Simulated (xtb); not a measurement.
Zn(SeH)(SiH3) (H4SeSiZn), SMILES [SiH3][Zn][SeH]. All values are semi-empirical tight-binding results from xtb (GFN2-xTB unless named), good for trends rather than for accurate numbers. The structure is a stationary point at GFN2-xTB. Other conformers were not sampled.

Optimised geometry:

```xyz
7

Zn     0.2983    -0.3683     0.5276
Se     0.2680     1.1738    -1.3865
H      1.6059     1.5909    -1.6032
Si    -1.0978    -1.7378     1.8844
H     -1.9944    -2.5279     1.0329
H     -1.9369    -0.9182     2.7659
H     -0.3685    -2.6763     2.7367
```
Charge 0, spin multiplicity 1.

A frequency run showed that this geometry is not a minimum.

For metal compounds this method's bond lengths and energies can be far off.

Computed properties:
orbital gap: 3.27 eV

Computed atomic charges and the Wiberg bond orders between heavy atoms:
charges (e) Zn1 0.22, Se2 -0.57, H3 0.20, Si4 0.39, H5 -0.08, H6 -0.08, H7 -0.09. Bond orders Zn1–Se2 0.73, Zn1–Si4 0.74.
